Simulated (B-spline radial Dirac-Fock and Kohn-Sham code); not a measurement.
# Dy⁺: non-radiative channels of the 2p1/2 vacancy

System: dysprosium as Dy⁺, [Xe] 4f10 6s1.

Input of the calculation (task.json; shells as n, l, electrons):

```json
{"items": [{
  "Z": 66,
  "q": 1,
  "cfg": [[1, 0, 2], [2, 0, 2], [2, 1, 6], [3, 0, 2], [3, 1, 6], [3, 2, 10], [4, 0, 2], [4, 1, 6], [4, 2, 10], [4, 3, 10], [5, 0, 2], [5, 1, 6], [6, 0, 1]],
  "A": 164,
  "rrms": 5.2218,
  "do": ["binding", "quiet", "decay"],
  "holes": ["K", "L1", "L2", "L3", "M1", "M2", "M3", "M4", "M5", "N1", "N2", "N3", "N4", "N5"]
}]}
```

Run with: `python xray_run.py task.json out`

Method: independent-particle rates on relativistic LDA orbitals of the hole state (multipoles up to L = 3, Coulomb Auger matrix elements, transition energies from Dirac-Fock). Computed with a radial finite-basis atomic code. Kinetic energies are configuration averages from the vacuum level; the two-hole energies are estimated from single-hole states.

| transition | kinetic energy (eV) | width (meV) | share (%) |
| --- | --- | --- | --- |
| L2-L3N1 | 332.5 | 31.4 | 1.0 |
| L2-L3N2 | 413.6 | 176 | 5.4 |
| L2-L3N3 | 452.5 | 54.5 | 1.7 |
| L2-L3N4 | 588.0 | 246 | 7.5 |
| L2-L3N5 | 595.6 | 76.5 | 2.3 |
| L2-M1M2 | 4635.6 | 89.6 | 2.7 |
| L2-M2M2 | 4826.9 | 86.9 | 2.7 |
| L2-M2M3 | 5001.0 | 266 | 8.1 |
| L2-M2M4 | 5349.0 | 140 | 4.3 |
| L2-M2M5 | 5377.7 | 235 | 7.2 |
| L2-M3M4 | 5511.3 | 185 | 5.6 |
| L2-M4M4 | 5852.5 | 154 | 4.7 |
| L2-M4M5 | 5887.1 | 655 | 20.0 |
| L2-M5M5 | 5924.4 | 28.6 | 0.9 |
| L2-M2N2 | 6363.5 | 32.6 | 1.0 |
| L2-M2N3 | 6399.9 | 57.1 | 1.7 |
| L2-M3N2 | 6528.9 | 40.5 | 1.2 |
| L2-M2N5 | 6542.4 | 43.9 | 1.3 |
| L2-M3N4 | 6702.5 | 29.1 | 0.9 |
| L2-M5N2 | 6910.9 | 31.4 | 1.0 |
| L2-M4N3 | 6913.4 | 37.5 | 1.1 |
| L2-M4N4 | 7049.9 | 48.6 | 1.5 |
| L2-M4N5 | 7055.7 | 112 | 3.4 |
| L2-M5N4 | 7084.4 | 85.4 | 2.6 |

The listed channels hold 90 % of the non-radiative rate. Summed by principal shells, of 3.27 eV in all: LMM 57.9 %, LMN 19.8 %, LLN 18.2 %, LNN 1.7 %, LMO 1.1 %, LLO 1.1 %.
